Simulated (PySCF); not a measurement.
Dipole response of S (sulfur, neutral)

[Ne] 3s2 3p4, high-spin 3P determinant. All numbers are calculated (PySCF 2.14, no relativity, point nucleus, in aug-cc-pV(5+d)Z (8s7p6d4f3g2h, 136 functions)). Coupled (time-dependent) response in atomic units; α is the mean over directions.

```
method  mean α (bohr³)         α xx, yy, zz  C₆ (like pair)  S(−4)
   UHF           19.14  18.03, 21.38, 18.03           130.2  103.6
   PBE           21.08  19.59, 24.06, 19.59           145.5  141.9
  PBE0           20.13  18.82, 22.75, 18.82           137.8  122.4
  MN15           20.20  19.12, 22.36, 19.12           135.6  126.0
```

S(−4) is the Cauchy moment in α(ω) = α(0) + S(−4) ω² + …

Reference α: 19.4 ± 0.1 bohr³ (recommended; Schwerdtfeger and Nagle, table of static dipole polarizabilities (2023 update)). Published C₆: 134.0 (Chu and Dalgarno (2004); Tang, Norbeck and Certain (1976)).

α(iu) at PBE0:

```tsv
u (hartree)	α(iu) (bohr³)
0	20.13
0.0500	19.83
0.100	19.00
0.200	16.42
0.300	13.61
0.500	9.104
0.750	5.726
1.00	3.842
1.50	2.038
2.00	1.263
3.00	0.6370
5.00	0.2744
```

A single London oscillator, α(iu) = α/(1 + u²/ω²), gives C₆ = (3/4) ω α². Matching the computed C₆ needs ω = 4 × 137.8 / (3 × 20.13²) = 0.453 hartree.

The components differ because the open shell of this determinant is not spherical; for a pure term their mean is the scalar polarisability.
